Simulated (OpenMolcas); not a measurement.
Ionisation energies of calcium

```json
{
  "Program": "OpenMolcas",
  "Basis": "ANO-R3 [7s6p4d3f1g]",
  "Scalar Hamiltonian": "X2C, finite nucleus",
  "Spin-orbit coupling": "RASSI with atomic mean-field integrals over the reference wave functions, term energies averaged over their components"
}
```

Active shells in each charge state: the valence s, p shells, with orbitals averaged over the low states. Where CASPT2's correlated closed shells are named, they are those of the first ion.

A. CASSCF
B. SS-CASPT2, IPEA 0.25 Eh, imaginary shift 0.1 Eh (closed shells correlated: 3s 3p)
C. SS-CASPT2, IPEA 0 Eh, imaginary shift 0.1 Eh (closed shells correlated: 3s 3p)
D. SS-CASPT2, IPEA 0.25 Eh, imaginary shift 0.1 Eh (closed shells correlated: 2s 2p 3s 3p)
E. SS-CASPT2, IPEA 0.25 Eh, imaginary shift 0.1 Eh (closed shells correlated: none)

Energies in eV between the lowest computed levels, named as in B; reference values from the NIST Atomic Spectra Database with their kind.

| From | To | A | B | C | D | E | Spin-orbit share in B | Reference |
| --- | --- | --- | --- | --- | --- | --- | --- | --- |
| Ca 4s2 1S0 | Ca+ 4s 2S 1/2 | 5.860 | 6.033 | 6.030 | 6.034 | 5.896 | +0.000 | 6.113 (measured) |
| Ca+ 4s 2S 1/2 | Ca2+ 3p6 1S0 | 11.348 | 11.825 | 11.854 | 11.829 | 11.348 | +0.000 | 11.872 (measured) |

Error against the reference values, in %:

```tsv
From	Reference	A	B	C	D	E
Ca	measured	-4.1	-1.3	-1.4	-1.3	-3.5
Ca+	measured	-4.4	-0.4	-0.2	-0.4	-4.4
```

Mean absolute error over the 2 measured values: A 0.39 eV, B 0.06 eV, C 0.05 eV, D 0.06 eV, E 0.37 eV.
